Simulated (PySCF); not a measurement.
SMILES [SeH][SiH2][SiH2]Br (H₅BrSeSi₂), CAM-B3LYP/def2-SVP optimised geometry.

```
9

Se     1.92    -2.14    -0.08
Si     1.16     0.02     0.00
Si    -1.18     0.02     0.00
Br    -1.92     2.14     0.00
H      1.33    -2.39    -1.40
H      1.68     0.56     1.28
H      1.69     0.83    -1.13
H     -1.71    -0.66     1.21
H     -1.71    -0.65    -1.21
```

Density from CAM-B3LYP/def2-TZVP (PySCF) at that geometry.

Minimum of the electron density along straight lines between bonded atoms, close to the bond critical point (lines longer than 1.1 times the sum of covalent radii, or with two minima, are not listed):

```tsv
bond	length / Å	ρ at the minimum / e bohr⁻³	∇²ρ there / e bohr⁻⁵	position (fraction from the first atom)
Se1–Si2	2.296	0.089	-0.02	0.65
Si2–Si3	2.339	0.099	-0.18	0.48
Si3–Br4	2.242	0.086	0.06	0.35
Se1–H5	1.470	0.175	-0.31	0.63
Si2–H6	1.486	0.122	0.14	0.49
Si2–H7	1.488	0.122	0.13	0.49
Si3–H8	1.485	0.124	0.13	0.49
Si3–H9	1.487	0.123	0.13	0.49
```
